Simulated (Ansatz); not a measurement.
The first iterations of a band of CHFGaN (5 atoms, charge 0, multiplicity 1).

Method: UKS B3LYP-D4/def2-SVP in Ansatz.

```json
{
  "movable images": "7",
  "climbing image": "yes",
  "spring": "5.0 eV/Å²",
  "optimiser": "quadratic models (default)",
  "start path": "through a guess of the saddle point",
  "force threshold": "0.03 eV/Å",
  "iteration limit": "60",
  "end points": "relaxed"
}
```

Image 0:

```xyz
5
Properties=species:S:1:pos:R:3
N 1.214 -1.674 1.273
C 0.650 -0.862 0.662
Ga -0.259 0.523 -0.347
F -1.730 -0.053 -1.098
H 0.175 1.993 -0.532
```

Image 8:

```xyz
5
Properties=species:S:1:pos:R:3
N 1.691 -1.463 1.509
C 0.958 -0.854 0.855
Ga -1.965 1.796 -1.826
F -0.901 0.727 -0.817
H 0.267 -0.279 0.237
```

| iteration | highest image above the first end (eV) | largest band force component (eV/Å) |
| --- | --- | --- |
| 1 | 30.055 | 167.123 |
| 2 | 11.798 | 68.390 |
| 3 | 5.518 | 36.067 |
| 4 | 2.931 | 14.955 |
| 5 | 2.972 | 7.374 |
| 6 | 2.647 | 4.207 |
| 7 | 2.216 | 6.985 |
| 8 | 2.023 | 3.969 |
| 9 | 2.064 | 1.530 |
| 10 | 2.038 | 0.923 |
| 11 | 2.192 | 6.037 |
| 12 | 2.226 | 1.680 |
| 13 | 2.331 | 1.266 |
| 14 | 2.523 | 0.821 |
| 15 | 2.241 | 0.839 |
| 16 | 2.113 | 6.260 |
| 17 | 2.170 | 1.487 |
| 18 | 2.203 | 2.051 |

Problem. Does the band converge within its limit, and where does its top end?

Solution. The forces met the threshold. It ended after 56 iterations with the highest image 2.871 eV above the first end. Neighbouring images differ by up to 2.8 eV, so the band resolves the path poorly. A vibrational analysis at the climbing image gives one clearly imaginary mode, 1017i cm⁻¹: a first-order saddle point. The orbitals were unrestricted but ended closed-shell.

Time of the run: 12 min on 2 threads of Intel(R) Xeon(R) 6975P-C (Granite Rapids), on a shared host, peak memory 0.29 GiB.
